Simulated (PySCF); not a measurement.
## How methods differ on the ionisation energy of Cr

Cr [Ar] 3d5 4s1 (7S) → Cr+ [Ar] 3d5 (6S), as a difference of total energies. Computed with PySCF 2.14 in x2c-TZVPPall with one added diffuse shell each of s, p, d, f type (7s6p5d3f1g, 80 functions), with the spin-free X2C one-electron Hamiltonian (Gaussian nucleus). Correlated levels: valence: [Ar] frozen. The calculations carry no spin-orbit coupling.

```tsv
method	ionisation energy (eV)
UHF	6.016
MP2 (valence)	6.515
SCS-MP2 (valence)	6.182
CCSD (valence)	6.547
CCSD(T) (valence)	6.588
```

Task: How much does correlation contribute at CCSD(T) (valence)?

Result: 6.588 − (6.016) = 0.572 eV, measured against UHF.

Errors of the correlated levels include the incompleteness of this basis and the frozen core.

For comparison: 6.767 eV (measured; NIST Atomic Spectra Database, ionization energies).
